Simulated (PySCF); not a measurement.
A thermochemical cycle for GaH

MP2 in PySCF with def2-TZVPPD on every atom, for the lowest determinant that a PBE0 search found; no spin–orbit coupling. GaH, a singlet (closed shell), has De = 2.85 eV to neutral atoms, and GaH⁺, a doublet (σ ↑), has De = 0.44 eV to Ga⁺ + H.

The adiabatic ionisation energy of GaH, between the minima, is 8.27 eV.

**Question.** Which ionisation energy of the Ga atom does this level give?

**Answer.** IE(Ga) = IE(molecule) + De(ion) − De(neutral) = 8.27 + 0.44 − 2.85 = 5.86 eV; the measured value is 5.999 eV (NIST ASD).

Correlated steps freeze 9 core orbitals. Weak bonds: GaH⁺. Basis-set superposition, not corrected here, can be much of De in a small basis, most of all at correlated wavefunction levels. Spin–orbit coupling is left out. For an ion De counts to the pair picked by the measured ionisation energies or electron affinities, which need not be the lowest pair at this level. Where the molecule has an RHF reference, its open-shell atoms are computed with UHF. States were picked by a PBE0 search and need not be the measured ground states.
